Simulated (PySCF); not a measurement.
# Computed records: CH$_{5}$B$_{2}$Ge, GeH$_{4}$NOSi, CH$_{8}$Ge$_{2}$Si, BGeH$_{4}$NSi and others

All values are calculated (PySCF 2.14.0). Calculation on a computer-drawn molecule: the log of a Hartree-Fock and frozen-core CCSD(T) single point meant for a local Hartree-Fock minimum, with one planted fault or none, to be diagnosed. Offsets are logged minus clean, where the clean run is the same molecule without the fault. The reference is restricted for singlets and unrestricted otherwise, and also for a bond in bohr or an excited solution. Adding or removing an electron swaps singlet and doublet. The excited solution moves the top pair (singlet) or top alpha electron (doublet) to the lowest empty orbital. Highest occupied and lowest empty are orbital energies over both spins, largest force is the largest gradient component, triples share is (T) over the correlation energy, the T1 limit is 0.02 restricted and 0.045 unrestricted, electrons count all cores, a negative frequency is imaginary (commonest isotopes), and the dipole is about the centre of nuclear charge; on germanium a core potential holds 10 electrons, which the energies leave out, and 3d is frozen in MP2 and coupled-cluster steps.

Common to all runs: meant basis and core potential on germanium cc-pVDZ-PP ECP10MDF; logged SCF converged yes; possible faults no fault, one electron removed, one electron added, multiplicity raised by two, geometry at a saddle point, SCF held on an excited solution, minimal basis STO-3G, one bond length entered in bohr, all coordinates scaled.

(1) CH$_{5}$B$_{2}$Ge

Logged structure:
```xyz
9
CH5B2Ge
B     -1.6845    -2.0865    -0.5666
Ge    -0.9939    -0.2506     0.1169
B      1.0622    -0.1922     0.1277
C      2.4489    -0.2285     0.1143
H     -1.1666    -2.9990    -1.1387
H     -1.5535     0.8283    -0.8190
H     -1.5312     0.0172     1.5258
H      2.9987    -1.0731    -0.2906
H      3.0542     0.5840     0.5046
```

| Property | Result |
| --- | --- |
| meant charge | 0 |
| meant multiplicity | 2 |
| meant basis | cc-pVDZ |
| logged electrons | 52 |
| logged basis functions | 90 |
| logged spin squared | 0 |
| logged highest occupied | -12.908 eV |
| logged lowest empty | -6.5605 eV |
| logged largest force | 0.04364 hartree/bohr |
| logged T1 diagnostic | 0.022445 |
| logged D1 diagnostic | 0.063755 |
| logged triples share | 0.035442 |
| logged CC converged | yes |
| logged dipole magnitude | 7.0372 debye |
| logged SCF stable within its kind | yes |
| logged energy HF | -383.09012 hartree |
| logged energy CCSD(T) | -383.51332 hartree |
| planted fault | one electron removed |
| HF energy offset from clean run | 181.2 kcal/mol |
| CCSD(T) energy offset from clean run | 184.7 kcal/mol |

Drawn bonds:
| atom | other atom | order |
| --- | --- | --- |
| 1 | 2 | 1 |
| 2 | 3 | 1 |
| 3 | 4 | 2 |
| 1 | 5 | 1 |
| 2 | 6 | 1 |
| 2 | 7 | 1 |
| 4 | 8 | 1 |
| 4 | 9 | 1 |

Notes: T1 above single-reference limit.

(2) GeH$_{4}$NOSi

Logged structure:
```xyz
8
GeH4NOSi
O     -0.7493    -2.7518    -1.5225
Ge    -0.3411    -1.1169    -1.8103
N      0.6374    -0.2363    -0.7529
Si     1.5456     0.6662     0.1800
H     -0.4237    -3.1967    -0.7474
H     -0.9545    -0.6135    -3.0802
H      0.9742     1.4583     1.2668
H      2.9940     0.7347     0.0005
```

| Quantity | Value |
| --- | --- |
| meant charge | 1 |
| meant multiplicity | 1 |
| meant basis | cc-pV(D+d)Z |
| logged electrons | 64 |
| logged basis functions | 94 |
| logged spin squared | 2.0333 |
| logged highest occupied | -11.299 eV |
| logged lowest empty | -6.1466 eV |
| logged largest force | 0.10601 hartree/bohr |
| logged T1 diagnostic | 0.030048 |
| logged D1 diagnostic | 0.16247 |
| logged triples share | 0.026502 |
| logged CC converged | yes |
| logged dipole magnitude | 1.7134 debye |
| logged SCF stable within its kind | yes |
| logged energy HF | -713.5742 hartree |
| logged energy CCSD(T) | -714.10396 hartree |
| planted fault | multiplicity raised by two |
| HF energy offset from clean run | 89.01 kcal/mol |
| CCSD(T) energy offset from clean run | 110.5 kcal/mol |

Drawn bonds:
| atom | other atom | order |
| --- | --- | --- |
| 1 | 2 | 1 |
| 2 | 3 | 2 |
| 3 | 4 | 1 |
| 1 | 5 | 1 |
| 2 | 6 | 1 |
| 4 | 7 | 1 |
| 4 | 8 | 1 |

(3) CH$_{8}$Ge$_{2}$Si

Logged structure:
```xyz
12
CH8Ge2Si
Ge     0.3578     2.2125     0.4145
C     -0.9515     1.0246     0.4117
Si    -0.9198    -0.6024    -0.4745
Ge    -2.6287    -0.7274    -2.1688
H      1.6753     1.9925    -0.3090
H      0.2723     3.5498     1.1338
H     -1.8451     1.3011     0.9654
H      0.4033    -0.7815    -1.1245
H     -1.1319    -1.7405     0.4573
H     -2.3850     0.3152    -3.2704
H     -2.6719    -2.1131    -2.8322
H     -4.0167    -0.4548    -1.5678
```

| Item | Value |
| --- | --- |
| meant charge | 0 |
| meant multiplicity | 1 |
| meant basis | cc-pV(D+d)Z |
| logged electrons | 92 |
| logged basis functions | 123 |
| logged spin squared | 0 |
| logged highest occupied | -8.4348 eV |
| logged lowest empty | 1.5184 eV |
| logged largest force | 1.522e-05 hartree/bohr |
| logged lowest frequency | 48.97 cm⁻¹ |
| logged T1 diagnostic | 0.014023 |
| logged D1 diagnostic | 0.044835 |
| logged triples share | 0.033233 |
| logged CC converged | yes |
| logged dipole magnitude | 2.5339 debye |
| logged SCF stable within its kind | yes |
| logged energy HF | -918.15423 hartree |
| logged energy CCSD(T) | -918.67622 hartree |
| planted fault | no fault |
| HF energy offset from clean run | 0 kcal/mol |
| CCSD(T) energy offset from clean run | 0 kcal/mol |

Drawn bonds:
| atom | other atom | order |
| --- | --- | --- |
| 1 | 2 | 2 |
| 2 | 3 | 1 |
| 3 | 4 | 1 |
| 1 | 5 | 1 |
| 1 | 6 | 1 |
| 2 | 7 | 1 |
| 3 | 8 | 1 |
| 3 | 9 | 1 |
| 4 | 10 | 1 |
| 4 | 11 | 1 |
| 4 | 12 | 1 |

(4) BGeH$_{4}$NSi

Logged structure:
```xyz
8
BGeH4NSi
B     -1.7825    -2.4422     0.1850
N     -1.1927    -1.3501     0.1697
Si    -0.4236     0.1855     0.1562
Ge    -2.0236     2.0408     0.4915
H     -2.3361    -3.4754     0.1989
H      0.6025     0.2245     1.2297
H      0.2733     0.3684    -1.1429
H     -0.8476     3.1012     0.3901
```

| Item | Value |
| --- | --- |
| meant charge | 0 |
| meant multiplicity | 1 |
| meant basis | cc-pV(D+d)Z |
| logged electrons | 61 |
| logged basis functions | 94 |
| logged spin squared | 0.7753 |
| logged highest occupied | -15.345 eV |
| logged lowest empty | -6.4634 eV |
| logged largest force | 0.078928 hartree/bohr |
| logged T1 diagnostic | 0.020829 |
| logged D1 diagnostic | 0.077523 |
| logged triples share | 0.034029 |
| logged CC converged | yes |
| logged dipole magnitude | 1.7015 debye |
| logged SCF stable within its kind | yes |
| logged energy HF | -663.51579 hartree |
| logged energy CCSD(T) | -663.95882 hartree |
| planted fault | one electron removed |
| HF energy offset from clean run | 169.2 kcal/mol |
| CCSD(T) energy offset from clean run | 188.3 kcal/mol |

Drawn bonds:
| atom | other atom | order |
| --- | --- | --- |
| 1 | 2 | 2 |
| 2 | 3 | 1 |
| 3 | 4 | 1 |
| 1 | 5 | 1 |
| 3 | 6 | 1 |
| 3 | 7 | 1 |
| 4 | 8 | 1 |

(5) ClGeH$_{4}$NSi

Logged structure:
```xyz
8
ClGeH4NSi
Cl    -1.1650     2.3976     1.1490
Si     0.7815     1.7756     1.1235
N      1.3530     0.4400     0.5965
Ge     1.0869    -1.1859    -0.1709
H      1.5759     2.8499     1.7115
H      1.5885    -2.2699     0.7883
H      1.8849    -1.2493    -1.4769
H     -0.3972    -1.4361    -0.4778
```

| Quantity | Value |
| --- | --- |
| meant charge | 0 |
| meant multiplicity | 1 |
| meant basis | cc-pV(D+d)Z |
| logged electrons | 74 |
| logged basis functions | 103 |
| logged spin squared | 0 |
| logged highest occupied | -10.476 eV |
| logged lowest empty | 1.9981 eV |
| logged largest force | 1.194e-06 hartree/bohr |
| logged lowest frequency | 45.691 cm⁻¹ |
| logged T1 diagnostic | 0.015717 |
| logged D1 diagnostic | 0.055257 |
| logged triples share | 0.030907 |
| logged CC converged | yes |
| logged dipole magnitude | 1.6322 debye |
| logged SCF stable within its kind | yes |
| logged energy HF | -1098.62155 hartree |
| logged energy CCSD(T) | -1099.17716 hartree |
| planted fault | no fault |
| HF energy offset from clean run | 0 kcal/mol |
| CCSD(T) energy offset from clean run | 0 kcal/mol |

Drawn bonds:
| atom | other atom | order |
| --- | --- | --- |
| 1 | 2 | 1 |
| 2 | 3 | 2 |
| 3 | 4 | 1 |
| 2 | 5 | 1 |
| 4 | 6 | 1 |
| 4 | 7 | 1 |
| 4 | 8 | 1 |

(6) GeH$_{3}$NOSi

Logged structure:
```xyz
7
GeH3NOSi
O      0.0823    -0.3769     0.1984
Si     1.5489    -0.1825     1.0032
N      1.9994     1.3895     0.5339
Ge     1.5522     2.2870    -0.8177
H     -0.3513    -1.2063     0.3427
H      1.9419     3.7575    -0.9226
H      0.8693     1.7832    -2.0857
```

| Quantity | Value |
| --- | --- |
| meant charge | 0 |
| meant multiplicity | 1 |
| meant basis | cc-pV(D+d)Z |
| logged electrons | 64 |
| logged basis functions | 89 |
| logged spin squared | 0 |
| logged highest occupied | -4.4427 eV |
| logged lowest empty | -2.8603 eV |
| logged largest force | 0.069695 hartree/bohr |
| logged CC converged | no |
| logged dipole magnitude | 3.4288 debye |
| logged SCF stable within its kind | no |
| logged energy HF | -713.03425 hartree |
| planted fault | SCF held on an excited solution |
| HF energy offset from clean run | 201.4 kcal/mol |

Drawn bonds:
| atom | other atom | order |
| --- | --- | --- |
| 1 | 2 | 1 |
| 2 | 3 | 1 |
| 3 | 4 | 2 |
| 1 | 5 | 1 |
| 4 | 6 | 1 |
| 4 | 7 | 1 |

Notes: CCSD not converged.
